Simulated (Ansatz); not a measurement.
H$_{3}$S, charge +1, singlet, geometry from GFN2-xTB; PBE0/cc-pVTZ (Ansatz, an electronic-structure program).

The Ansatz input:
Ansatz 0.2 input:
```yaml
crystal:
  periodic: [false, false, false]
  atoms:
    - {symbol: S, position_ang: [0.10558214, -0.00190789, 0.04613646]}
    - {symbol: H, position_ang: [-0.31822157, 0.99705449, -0.76565970]}
    - {symbol: H, position_ang: [-0.35082551, -0.98045104, -0.77282250]}
    - {symbol: H, position_ang: [-1.02026722, 0.01392277, 0.80029891]}
basis:
  gaussian:
    orbitals: cc-pVTZ
hamiltonian:
  xc: pbe0
total_charge: 1
```

Output, abridged:

```
Functional definition: PBE0
464 factors; their error is unknown
mean field evaluation 1: about -10870.7192 eV, gradient 2.5e1 eV
mean field evaluation 2: about -10871.3602 eV, gradient 2.0e1 eV
mean field evaluation 4: about -10872.1883 eV, gradient 4.2e-1 eV
mean field evaluation 8: about -10872.1980 eV, gradient 2.6e-3 eV
mean field -10872.19798075 eV, -399.5459063519 hartree, gradient 6.4e-5 eV, S^2 0.000000; 0 other end points of the search recorded, 0 dependent functions left out
reference -10872.19799955 eV, -399.5459070430 hartree; 9, 9 occupied and 67, 67 virtual orbitals, 464 factors
Total energy: -10872.19799955 eV, -399.5459070430 hartree
```
